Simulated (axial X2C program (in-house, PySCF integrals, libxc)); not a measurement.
Results of a calculation; reference values are marked as such.
PbSe: input and output

Program: an in-house relativistic program for diatomic molecules.

Input file and command:
```json
{"zs": [82, 34], "q": 0, "bas": ["dyall-cv3z", "dyall-cv3z"], "levels": ["PBE0", "HF", "B97-3"], "cc": true, "r0": 2.42, "thr": -1.0, "nmax": 90, "npts": 10, "nst": 2, "ntry": 6}
```
```bash
python so2c.py task.json out
```

Keys: zs atomic numbers; q charge; bas basis sets; levels methods; cc coupled cluster on or off; r0 starting distance in Å; thr threshold in hartree for freezing inner shells (an s shell follows its p shell); nmax most natural virtual spinors; npts points on the curve; nst determinants followed; ntry starts of the search. HF also brings MP2.

Output of the HF step, 2c, at R = 2.410 Å for the state Ω = 0. It starts from PBE0 orbitals of this distance.

```
two-component X2C + atomic mean field  HF
basis functions 264  fitting functions 1448  grid points 5801
iter        total energy     max residual
   1     -23313.475676625     7.80e-01
   2     -23313.523631940     8.60e-03
   3     -23313.525093125     6.47e-03
   4     -23313.525455736     1.03e-03
   5     -23313.525548059     3.72e-04
   6     -23313.525577748     2.60e-04
   7     -23313.525589552     1.51e-04
   8     -23313.525596490     6.07e-05
   9     -23313.525597576     2.51e-05
  10     -23313.525597788     1.43e-05
  11     -23313.525597878     6.26e-06
  12     -23313.525597890     2.82e-06
  13     -23313.525597892     1.80e-06
  14     -23313.525597893     1.18e-06
converged
one-electron -33158.13060805  Coulomb 9729.59860315  exact exchange -476.08160759  xc functional 0.00000000  nuclear repulsion 612.17679006  atomic mean-field constant -21.08877546
correlated 10  virtual 278  natural virtual 90  E(MP2) -0.219700101  MP2 remainder -0.006636464
iter   CCSD correlation   residual
   1     -0.220309490   1.42e-01
   2     -0.226619330   6.61e-02
   3     -0.229463242   2.91e-02
   4     -0.229544837   1.19e-02
   5     -0.229664225   5.69e-03
   6     -0.229685997   2.39e-03
   7     -0.229695794   1.03e-03
   8     -0.229701619   4.32e-04
   9     -0.229696934   1.65e-04
  10     -0.229698300   6.80e-05
  11     -0.229697734   2.70e-05
  12     -0.229698071   1.40e-05
  13     -0.229698069   7.00e-06
(T) -0.013788544  T1 0.0415  D1 0.0626  max T2 0.088
```
Energies are in hartree; totals compare only within one Hamiltonian and basis. T1 is large, a sign of multireference character or of a spin-contaminated reference. T1 in the output is the amplitude norm over the root of the electron number; divide by √2 for the Lee–Taylor value.
